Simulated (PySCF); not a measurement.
**Correlation energy of Zn⁺ (zinc, charge +1)**

[Ar] 3d10 4s1, 2S determinant. Calculation: PySCF 2.14, in x2c-TZVPPall with one added diffuse shell each of s, p, d, f type (7s6p5d3f1g, 80 functions); scalar relativity by spin-free X2C-1e. Frozen: [Ne]; 19 electrons correlated.

| level | correlation energy (mhartree) |
| --- | --- |
| CCSD | -717.03 |
| (T) | -15.23 |
| CCSD(T) | -732.26 |

Diagnostics: T1 = 0.012, D1 = 0.0343, largest double amplitude 0.016.

Task: Is a single reference adequate?

Result: Yes: T1 lies below 0.03 and no double amplitude reaches 0.07.

This basis was not built for core-valence correlation, so the inner-shell part is incomplete.
